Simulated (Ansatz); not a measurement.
Si₇H₇⁻. The state is a singlet with charge -1. Geometry r2SCAN-D4/def2-SVPD; atoms count from 1.

```xyz
14

Si    0.978   -2.774    1.138
Si    0.220    1.895   -1.715
Si    1.242   -0.373    1.264
Si   -1.340    2.150   -0.225
Si    1.186   -0.133   -1.091
Si   -1.049    0.141    0.957
Si   -0.483   -1.685   -0.446
H    -0.088   -2.842    2.253
H    -2.005   -0.079    2.097
H     0.637    2.835   -2.805
H     2.354   -0.569   -1.935
H    -2.356    3.256   -0.184
H    -1.453   -2.282   -1.441
H     2.158    0.460    2.132
```

The restricted singlet is unstable towards broken spin symmetry in Hartree–Fock (as tested in another run); at PBE0-D4/def2-TZVPD this wasn't settled. The structure comes from a short search, and lower isomers may exist.

Question: Estimate the Mulliken populations from the PBE0/def2-TZVPD orbitals of Ansatz.

Answer: 
```json
{"atom": "Si1", "charge (e)": "-0.41"}
{"atom": "Si2", "charge (e)": "-0.14"}
{"atom": "Si3", "charge (e)": "0.05"}
{"atom": "Si4", "charge (e)": "-0.18"}
{"atom": "Si5", "charge (e)": "0.11"}
{"atom": "Si6", "charge (e)": "0.09"}
{"atom": "Si7", "charge (e)": "0.04"}
{"atom": "H8", "charge (e)": "-0.06"}
{"atom": "H9", "charge (e)": "-0.08"}
{"atom": "H10", "charge (e)": "-0.05"}
{"atom": "H11", "charge (e)": "-0.09"}
{"atom": "H12", "charge (e)": "-0.04"}
{"atom": "H13", "charge (e)": "-0.12"}
{"atom": "H14", "charge (e)": "-0.12"}
```
Mulliken values depend strongly on the basis. With diffuse functions, as here, like atoms can get unlike values, and bond orders can come out too low or too high.

Question: And the Mayer bond orders between heavy atoms (over 0.3)?

Answer: Si1–Si3 0.86 (2.42 Å); Si1–Si7 0.87 (2.41 Å); Si2–Si4 1.71 (2.17 Å); Si2–Si5 0.98 (2.33 Å); Si3–Si5 0.85 (2.37 Å); Si3–Si6 0.85 (2.37 Å); Si4–Si6 0.99 (2.35 Å); Si5–Si7 0.86 (2.37 Å); Si6–Si7 0.83 (2.37 Å).
